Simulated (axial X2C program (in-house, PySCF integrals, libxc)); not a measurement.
CaBr⁺: from the spin-free to the two-component result

Computed with an in-house all-electron X2C program for linear molecules (integrals from PySCF). Spin-free means the one-electron spin-free X2C Hamiltonian; two-component (2c) means X2C with spin–orbit coupling and atomic mean-field two-electron Coulomb and Gaunt terms, so the difference of the two also holds small scalar two-electron terms. Basis: Br dyall-cv3z [8s9p6d4f1g], Ca dyall-cv3z [11s12p6d4f] (cores contracted in-house); Gaussian nuclei, density fitting, unrestricted open shells. Masses: Br 78.918 u, Ca 39.963 u.

Spin-free state: M_S = 0, Λ = 0 (closed shell); fragments Br + Ca+.

```tsv
level	Re (Å)	ωe (cm⁻¹)	De (eV)	μ (D)
PBE0	2.462	354.9	3.924	12.63
HF	2.529	341.6	2.594	14.45
MP2	2.532	337.6	3.687	n/a
CCSD	2.532	337.5	3.545	n/a
CCSD(T)	2.533	336.2	3.630	n/a
r2SCAN	2.465	354.1	4.187	12.59
```

Correlated methods: 8 electrons correlated (number of frozen shells: Br 3 s, 2 p, 1 d; Ca 3 s, 2 p), 266 virtual spin orbitals or spinors in MP2, 78 natural virtuals in coupled cluster.

Dipoles are positive if Ca is the positive end and refer to the centre of mass.

Two-component determinant lowest at the distance of the search:

Ω = 0 (closed shell); fragments Br + Ca+.

```tsv
level	Re (Å)	ωe (cm⁻¹)	De (eV)	μ (D)
PBE0	2.463	354.4	3.822	12.62
HF	2.530	341.3	2.433	14.44
MP2	2.533	337.3	3.545	n/a
CCSD	2.533	337.2	3.401	n/a
CCSD(T)	2.534	335.9	3.487	n/a
r2SCAN	2.466	353.7	n/a	12.58
```

(1) From the two tables, how do the constants change at the CCSD(T) level (2c against spin-free)?

Occupations by symmetry block were frozen at the best pattern of an incomplete PBE0 search. The closed shell is kept restricted, so the energy runs too high when the bond is stretched far. Dissociation energies refer to the lowest single-determinant-based atoms at the same level and basis. De is not given where an atomic determinant may have missed its ground term or J level, or where the truncated virtual space spoils (T). Coupled cluster ran in a truncated set of natural virtual spinors; the MP2 energy of the rest was added. (T) has no such correction and the atoms are truncated less, which lowers De at CCSD(T) by a hundredth of an eV or more. The functionals have no current-density term, which raises determinants with orbital currents, atoms included. The outer-core s and p shells of the metal are frozen in the correlated rows, which leaves out core–valence correlation; for alkali and alkaline-earth bonds that tends to lengthen them. With the outer-core shells frozen, correlated bond lengths of heavy atoms tend to come out a few hundredths of an ångström too long.

## Answers

(1) At the CCSD(T) level Re goes up by 0.001 Å and ωe falls by 0.3 cm⁻¹; De changes by -0.143 eV.
